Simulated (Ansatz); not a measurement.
Start from `[CH3][SnH]([F])[SH]` and change one atom or group to get `[CH3][SnH]([F])[CH2]Cl`.

Ansatz, PBE0-D4/def2-TZVP geometries, multiplicity 1. Each molecule was computed in one conformer, which needn't be the lowest.

Elements past krypton have def2 core potentials.

```tsv
property	`[CH3][SnH]([F])[SH]`
HOMO–LUMO gap (PBE/def2-TZVPP) / eV	4.85
HOMO–LUMO gap (PBE0/def2-TZVPP) / eV	7.05
HOMO–LUMO gap (B3LYP/def2-TZVPP) / eV	6.47
size of the dipole moment (ωB97M-V/def2-TZVPP) / D	3.19
LUMO energy (PBE/def2-TZVPP) / eV	-1.57
LUMO energy (PBE0/def2-TZVPP) / eV	-0.63
```

Q: What does the change do to each property? (Best estimate.)

A: The calculation gave: 
```tsv
property	`[CH3][SnH]([F])[CH2]Cl`	shift
HOMO–LUMO gap (PBE/def2-TZVPP) / eV	5.30	0.45
HOMO–LUMO gap (PBE0/def2-TZVPP) / eV	7.52	0.47
HOMO–LUMO gap (B3LYP/def2-TZVPP) / eV	7.00	0.53
size of the dipole moment (ωB97M-V/def2-TZVPP) / D	1.45	-1.74
LUMO energy (PBE/def2-TZVPP) / eV	-1.32	0.25
LUMO energy (PBE0/def2-TZVPP) / eV	-0.39	0.24
```

With PBE0 the HOMO falls by 0.23 eV and the LUMO rises by 0.24 eV, so the gap widens by about 0.47 eV. PBE moves the HOMO by -0.20 eV and ωB97M-V by -0.21 eV. Dipoles are sizes alone; their direction can turn.

B3LYP here is the variant with VWN-RPA as its local correlation; programs differ in this.
